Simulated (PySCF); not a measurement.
Precursor series Hf NH2-H. Gas-phase values, no solvent. One relaxed conformer stands for each flexible species; it need not be the lowest.

The LUMO from two functionals at the same geometries (r2SCAN-D4/def2-SVP), both in PySCF: PBE-D3(BJ)/def2-TZVP and B3LYP-D3(BJ)/def2-TZVP. B3LYP has the VWN-RPA correlation part, as in Gaussian. 

```
species                                    PBE-D3(BJ)/def2-TZVP (eV)  B3LYP-D3(BJ)/def2-TZVP (eV)
-----------------------------------------  -------------------------  ---------------------------
1 of 4 NH2 replaced by H ([Hf(NH2)3(H)])                       -0.77                        -0.11
2 of 4 NH2 replaced by H ([Hf(NH2)2(H)2])                      -1.72                        -1.11
3 of 4 NH2 replaced by H ([Hf(NH2)(H)3])                       -2.49                        -1.77
4 of 4 NH2 replaced by H ([Hf(H)4])                            -3.07                        -2.34
```

Over these rows, drawn at random from the members with no instability flagged (it was tested for open shells, ions and some series alone), PBE minus B3LYP-D3(BJ): mean -0.68 eV, from -0.73 eV to -0.61 eV.
